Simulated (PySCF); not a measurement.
Species: BiFH₄Si.
Bonds: F1–Si2, Si2–Bi3. Hydrogens: H4, H5 on Si2; H6, H7 on Bi3.

Theory: PBE0-D3(BJ)/def2-SVP geometry optimisation, gas phase, def2 core potentials past Kr (PySCF 2.14.0).

(1) How far are the bound atoms from Bi3?

(2) List the angles at Bi3.

(3) What is the shape at Bi3?

(4) What are the other bond lengths?

(5) Give some angles away from the centre.

(6) What are the rotational constants (commonest isotopes, rigid rotor)?

Answers

(1) 3 atoms: H7 1.796 Å, H6 1.799 Å, Si2 2.665 Å. The nearest atom not counted as bound is H5, at 3.46 Å.

(2) 
| angle | degrees | distance of the outer atoms (Å) |
| --- | --- | --- |
| H6–Bi3–H7 | 90.0 | 2.54 |
| Si2–Bi3–H7 | 89.7 | 3.21 |
| Si2–Bi3–H6 | 86.2 | 3.11 |

(3) Pyramidal: angles 90.0°, 89.7° and 86.2°, sum 265.9°, 1.17 Å off the plane of its three neighbours.

(4) F1–Si2 1.633 Å; Si2–H4, Si2–H5 1.493 Å.

(5) F1–Si2–Bi3 109.2°.

(6) A = 14574, B = 1399, C = 1318 MHz: a near-prolate asymmetric top.

Charge 0, singlet. No frequency check.

Hardware: an Arm Neoverse V1 with one thread, no GPU, shared host with 32 logical CPUs at a one-minute load of 22. Cost: 20 s wall, 0.35 GiB resident at most. These figures are those of the optimisation.

One conformer stands for the species.
